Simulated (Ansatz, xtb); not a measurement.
Stretching the Ge3–C2 bond in C2H6GeO3 (SMILES C=[CH][Ge]([OH])([OH])[OH]) (multiplicity 1 held, fragments rigid). Energies count from the point at 1.925 Å.
Geometry at that point (charge 0, multiplicity 1):
```xyz
12

C      2.5334    -0.1396     0.5878
C      1.6582     0.0269    -0.3977
Ge    -0.2409     0.0081    -0.0824
O     -0.4506    -0.1310     1.6809
O     -1.1112     1.4403    -0.7016
O     -1.0809    -1.3179    -0.9122
H      2.2152    -0.3005     1.6108
H      3.6029    -0.1231     0.4064
H      1.9988     0.1849    -1.4153
H     -1.3000    -0.5167     1.9188
H     -0.9626     2.2309    -0.1727
H     -1.8533    -0.9900    -1.3866
```

R- and RO- levels are restricted; in cc, def2 and unpolarised 6-31G sets they are followed outwards from rest. Unrestricted levels (U-) break spin symmetry where that is lower. Curves can end on different states.

Correlated levels freeze the cores. Filled d and f shells under p-block atoms count as core.

Codes used: Ansatz (an electronic-structure program); xtb for the GFN methods.  The GFN methods have no spin term and hold the electronic entropy of 300 K.

Energies in eV.

```tsv
R (Å)	GFN2-xTB	U-MP2/cc-pVDZ	R-SCS-MP2/cc-pVDZ	R-CCSD(T)/cc-pVDZ
1.540	3.42	2.78	2.82	2.83
1.733	0.60	0.51	0.52	0.53
1.925	0.00	0.00	0.00	0.00
2.118	0.14	0.27	0.26	0.24
2.310	0.52	0.86	0.83	0.80
2.599	1.24	2.39	1.84	1.75
2.888	1.92	3.60	2.77	2.60
3.369	2.79	4.26	3.92	3.55
3.850	3.30	4.45	4.56	3.95
4.428	3.60	4.52	4.75	3.98
5.198	3.72	4.55	4.25	3.81
```

Doubts at one or more of the structures used: a spin-contaminated determinant (U-MP2/cc-pVDZ); a restricted determinant that unrestricted orbitals would lower (R-SCS-MP2/cc-pVDZ, R-CCSD(T)/cc-pVDZ); other coupled-cluster roots lie near (R-CCSD(T)/cc-pVDZ).
